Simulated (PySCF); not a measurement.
`N[Si@H]([SiH3])/C=C/C=O`, C₃H₉NOSi₂

Geometry:
```json
{"atom": "N1", "x (Å)": "-0.686", "y (Å)": "1.902", "z (Å)": "0.353"}
{"atom": "Si2", "x (Å)": "-0.924", "y (Å)": "0.492", "z (Å)": "-0.610"}
{"atom": "Si3", "x (Å)": "-2.483", "y (Å)": "-0.833", "z (Å)": "0.467"}
{"atom": "C4", "x (Å)": "0.763", "y (Å)": "-0.344", "z (Å)": "-0.695"}
{"atom": "C5", "x (Å)": "1.785", "y (Å)": "-0.103", "z (Å)": "0.129"}
{"atom": "C6", "x (Å)": "3.063", "y (Å)": "-0.794", "z (Å)": "0.029"}
{"atom": "O7", "x (Å)": "4.025", "y (Å)": "-0.591", "z (Å)": "0.728"}
{"atom": "H8", "x (Å)": "-1.482", "y (Å)": "2.426", "z (Å)": "0.676"}
{"atom": "H9", "x (Å)": "0.071", "y (Å)": "2.532", "z (Å)": "0.137"}
{"atom": "H10", "x (Å)": "-1.249", "y (Å)": "0.782", "z (Å)": "-2.026"}
{"atom": "H11", "x (Å)": "-2.086", "y (Å)": "-1.231", "z (Å)": "1.818"}
{"atom": "H12", "x (Å)": "-3.772", "y (Å)": "-0.144", "z (Å)": "0.588"}
{"atom": "H13", "x (Å)": "-2.738", "y (Å)": "-2.065", "z (Å)": "-0.284"}
{"atom": "H14", "x (Å)": "0.903", "y (Å)": "-1.107", "z (Å)": "-1.453"}
{"atom": "H15", "x (Å)": "1.704", "y (Å)": "0.639", "z (Å)": "0.912"}
{"atom": "H16", "x (Å)": "3.098", "y (Å)": "-1.553", "z (Å)": "-0.781"}
```

Method: PySCF, GIAO HF/pcSseg-1 magnetisability, rotational g tensor and spin-rotation constants, non-relativistic, gas phase. Geometry: GFN2-xTB.

(1) What are the magnetisability and the molar susceptibility?

(2) Split it along the inertial axes a, b, c into diamagnetic and paramagnetic parts about the centre of mass, with the quadrupole moment.

(3) And the rotational g tensor?

Results:

(1) Isotropic -1206 × 10⁻³⁰ J/T², or -72.6 × 10⁻⁶ cm³/mol; principal values -1447, -1122, -1049 × 10⁻³⁰ J/T², anisotropy 368 × 10⁻³⁰ J/T² (root of half the summed squared differences of the principal values). The susceptibility is in cgs units.

(2) 
```csv
axis,χ (10⁻⁶ cm³/mol),diamagnetic (10⁻⁶ cm³/mol),paramagnetic (10⁻⁶ cm³/mol),summed x² of all electrons (Å²),quadrupole Θ (D Å)
a,-65.0,-504.5,439.5,370.6,-18.96
b,-80.9,-1743.2,1662.4,78.6,+13.66
c,-72.0,-1905.5,1833.5,40.3,+5.30
```
Anisotropies 2χaa − χbb − χcc = +22.7 and 2χbb − χaa − χcc = -24.7 × 10⁻⁶ cm³/mol. Θ is traceless in Buckingham's convention.

(3) 
| axis | rotational constant (GHz) | g | nuclear part | electronic part |
| --- | --- | --- | --- | --- |
| a | 3.2744 | -0.0586 | 0.6174 | -0.6761 |
| b | 0.7153 | -0.0139 | 0.5447 | -0.5586 |
| c | 0.6511 | -0.0139 | 0.5469 | -0.5608 |

Asymmetric top; isotopes 12C, 1H, 14N, 16O, 28Si; no vibrational averaging.
